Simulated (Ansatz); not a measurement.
Molecule: CuI (charge +1, doublet). The spin state was set by rule; other spins were not relaxed. 
Structure (B3LYP-D3(BJ)/def2-TZVP (Ansatz, an electronic-structure program) minimum search):
```xyz
2

Cu     0.0000     0.0000    -1.5842
I      0.0000     0.0000     0.8668
```
Charge +1, spin multiplicity 2.

Problem. Give the harmonic wavenumbers at B3LYP-D3(BJ)/def2-TZVP (Ansatz, finite differences of forces, unscaled).

Solution. 207 cm⁻¹. Zero-point energy 0.3 kcal/mol.

Problem. From these and the geometry, give the ideal-gas thermochemistry at 298.15 K and 1 atm (rigid rotor, harmonic oscillator).

Solution. Point group C∞v, rotational symmetry number 1. Rotational constants 1.987, 1.987 GHz. S(trans) 41.64, S(rot) 17.98, S(vib) 2.07, S(elec, spin only) 1.38, S 63.1 cal/(mol K). H(298) - H(0) 2.42 kcal/mol; G - E(el) -16.1 kcal/mol.
